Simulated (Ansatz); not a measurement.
Two isomers of CH7NSi2: A = `CN1[SiH2][SiH2]1`, B = `N[SiH]1C[SiH2]1`.

Program: Ansatz. Geometries: PBE0-D4/def2-TZVP. ΔE: electronic, gas phase. CCSD(T)/CBS adds triple-zeta CCSD(T) − MP2 to the extrapolated MP2 energy (def2 sets, frozen cores). DFT in def2-TZVPP. B3LYP here is the variant with VWN-RPA as its local correlation; programs differ in this. One conformer a species, not always the lowest.

Problem. Which is lower in electronic energy at CCSD(T)/CBS, and by how much? (Estimate.)

Solution. The calculation gave: B, by 5.5 kcal/mol.

Problem. Give E(B) − E(A) in kcal/mol with LDA (SPW92), B3LYP, HF/def2-TZVPP, BLYP-D4, ωB97M-V, B2PLYP, CCSD(T)/def2-SVP. (Estimate.)

Solution. Computed: LDA (SPW92) -6.1, B3LYP -3.8, HF/def2-TZVPP -2.1, BLYP-D4 -3.1, ωB97M-V -5.6, B2PLYP -4.1, CCSD(T)/def2-SVP -0.2. None reverses the order clearly.

Problem. Does the order hold for the free energy at 298.15 K (harmonic terms from PBE0-D4)? (Best estimate.)

Solution. The calculation gave: Yes: G(B) − G(A) = -5.3 kcal/mol, for one conformer each. Modes under 60 cm⁻¹, often nearly free rotors, make the harmonic entropy too high.

Largest T1 diagnostic: 0.013.

At CCSD(T), def2-SVP lies +5.3 kcal/mol from the extrapolated value and def2-TZVPP +0.8 kcal/mol. Leaving LDA and LC-ωPBE aside and taking each functional with its dispersion term where it has one, the values, not all of them listed here, spread over 3.0 kcal/mol, from r2SCAN0-D4 to BLYP-D4.
